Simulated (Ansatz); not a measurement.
Reaction (cleavage of the Ge–B bond): `C[B]([AlH2])[GeH3]` + `[SiH3]S` → `[SiH3][S][GeH3]` + `C[BH][AlH2]`

Isolated molecules relaxed with PBE0-D4/def2-TZVP in Ansatz; ΔE leaves out vibrations. CCSD(T)/CBS adds triple-zeta CCSD(T) − MP2 to the extrapolated MP2 energy (def2 sets, frozen cores). For Ge outer-core shells are correlated without core-valence functions, which leaves a few kJ/mol of doubt a bond. Scalar relativity is left out up to krypton.

```json
{"level": "MP2/def2-TZVPP", "ΔE (kJ/mol)": "-52.5"}
{"level": "HF/def2-QZVPP", "ΔE (kJ/mol)": "-64.2"}
```

(1) What does CCSD(T)/CBS give? (Estimate.)

Largest T1 diagnostic among the species: 0.012.

Results:

(1) Ansatz gave: -46.2 kJ/mol. The listed levels differ from it by -6.3, -18.0 kJ/mol.

From PBE to PBE0 (25 % exact exchange), in def2-TZVPP and without D4, ΔE moves by −5.1 kJ/mol. In def2-TZVPP, CCSD(T) changes the Hartree–Fock value by +17.6 kJ/mol (the triples alone add +0.9 kJ/mol) and MP2 by +10.9 kJ/mol.
